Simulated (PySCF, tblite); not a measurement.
Isomers of C6H9FO. Calculated harmonic vibrations of the isolated species, GFN2-xTB (tblite), most abundant isotopes, no scaling. This tight-binding method is rough: wavenumbers can miss measured ones by several per cent, in bad cases by 10 to 20. One conformer each.

Electronic energies: PBE0/pcSseg-1 single points on the GFN2-xTB geometries (PySCF, gas phase).

```
            SMILES  electronic energy, lowest = 0 (kcal/mol)
  C#C[C@](F)(CC)CO                                      53.3
C=CC[C@H](C)C(=O)F                                       7.0
  CC(C)=C(C)C(=O)F                                       1.0
  C/C=C(\CC)C(=O)F                                       0.0
```

Task: How do GFN2-xTB zero-point energies change the relative energies?

Result: 
```
            SMILES  ZPE (kcal/mol)  of it from modes above 1550 cm⁻¹  electronic (kcal/mol)  with ZPE, lowest = 0 (kcal/mol)  lowest mode (cm⁻¹)  rings
  C/C=C(\CC)C(=O)F            85.5                              44.0                    0.0                              0.0                  52      0
  CC(C)=C(C)C(=O)F            85.0                              43.8                    1.0                              0.5                  37      0
C=CC[C@H](C)C(=O)F            85.3                              44.2                    7.0                              6.8                  41      0
  C#C[C@](F)(CC)CO            84.5                              43.2                   53.3                             52.2                  82      0
```

The zero-point energies span 1.0 kcal/mol, from `C#C[C@](F)(CC)CO` to `C/C=C(\CC)C(=O)F`. The order is unchanged.

Task: And how do the electronic energies of GFN2-xTB itself compare?

Result: `C/C=C(\CC)C(=O)F` 3.5; `CC(C)=C(C)C(=O)F` 0.0; `C=CC[C@H](C)C(=O)F` 11.3; `C#C[C@](F)(CC)CO` 41.6 kcal/mol, lowest = 0. Against the energies above, taken from the same isomer `C/C=C(\CC)C(=O)F`, the largest difference is 15.2 kcal/mol.

Task: What do entropy and thermal enthalpy add at 298.15 K and 1 bar (rigid rotor, harmonic oscillator, one conformer each)?

Result: 
```json
{"SMILES": "C/C=C(\\CC)C(=O)F", "point group": "C1", "symmetry number": "1", "S (cal/(mol K))": "95.8", "H − H(0) (kcal/mol)": "6.50", "ZPE + H − H(0) − TS (kcal/mol)": "63.5"}
{"SMILES": "CC(C)=C(C)C(=O)F", "point group": "C1", "symmetry number": "1", "S (cal/(mol K))": "97.1", "H − H(0) (kcal/mol)": "6.68", "ZPE + H − H(0) − TS (kcal/mol)": "62.7"}
{"SMILES": "C=CC[C@H](C)C(=O)F", "point group": "C1", "symmetry number": "1", "S (cal/(mol K))": "96.4", "H − H(0) (kcal/mol)": "6.45", "ZPE + H − H(0) − TS (kcal/mol)": "63.0"}
{"SMILES": "C#C[C@](F)(CC)CO", "point group": "C1", "symmetry number": "1", "S (cal/(mol K))": "94.5", "H − H(0) (kcal/mol)": "6.65", "ZPE + H − H(0) − TS (kcal/mol)": "62.9"}
```
